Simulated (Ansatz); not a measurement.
Consider the ligand exchange at a Ge–C bond: `C[C]([GeH3])=[Se]` + `OBF` → `FB[O][GeH3]` + `CC=[Se]`.

Calculated with Ansatz (gas phase, PBE0-D4/def2-TZVP geometries, no zero-point term in ΔE). CBS: MP2 limit from def2 TZ/QZ plus the TZ coupled-cluster correction, frozen cores. This one scheme is used for every species. DFT in def2-TZVPP. For Ge, Se outer-core shells are correlated without core-valence functions, which leaves a few kJ/mol of doubt a bond. Scalar relativity is left out up to krypton. Each species was taken in one conformer, which may not be the lowest.

CCSD(T)/CBS gives -8.1 kcal/mol.

Question: Another level gave -10.4 kcal/mol. Which?
A. HF/def2-TZVPP
B. PBE0/def2-TZVPP
C. B2PLYP/def2-TZVPP
D. revPBE-D4/def2-TZVPP

Answer: C. B2PLYP -10.4, PBE0 -8.8, revPBE-D4 -7.0, HF/def2-TZVPP -15.2 kcal/mol.

Largest T1 diagnostic among the species: 0.016.

In def2-TZVPP, CCSD(T) changes the Hartree–Fock value by +6.1 kcal/mol (the triples alone add +0.8 kcal/mol) and MP2 by +7.2 kcal/mol. From BLYP to BHLYP (50 % exact exchange), in def2-TZVPP and without D4, ΔE moves by −1.5 kcal/mol.
